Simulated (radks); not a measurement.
Excited configurations of Er IV: one electron is placed in a higher orbital outside [Xe] 4f10. The ground configuration is [Xe] 4f11. Method: Dirac Kohn-Sham, PBEsol, spin-unpolarised, spherical densities, point nucleus; open shells fill j = l - 1/2 first; computed with a radial shooting solver on a logarithmic mesh with Libxc functionals. Excitation = E - E(ground); binding = E(ion) - E, where the ion is the core of charge +4; n* = 4/sqrt(2 binding) in atomic units, and the quantum defect is n - n*.

outer orbital  excitation (eV)  binding (eV)     n*  quantum defect  eigenvalue (eV)  <r> (bohr)
6p1/2                   20.788        24.182  3.000           3.000          -21.136       3.273
6d3/2                   29.014        15.956  3.694           2.306          -13.925       4.556
6f5/2                   35.625         9.345  4.826           1.174           -8.085       7.330
7s1/2                   29.126        15.844  3.707           3.293          -14.125       5.290

Estimate the row for 6s1/2.

Answer. excitation (eV) 15.253; binding (eV) 29.717; n* 2.707; quantum defect 3.293; eigenvalue (eV) -26.097; <r> (bohr) 2.855. The Delta-SCF ionisation energy is 44.970 eV (NIST Atomic Spectra Database: 42.42 eV, semi-empirical). Self-interaction in the functional shifts the binding energies and quantum defects, so they are the method's values and not measured ones. Spin polarisation and multiplet splitting are left out, so open shells lie too high by an amount that depends on their filling.

Beside tabulated values, note that spin-unpolarised runs miss the spin-polarisation part of the exchange energy of open shells.
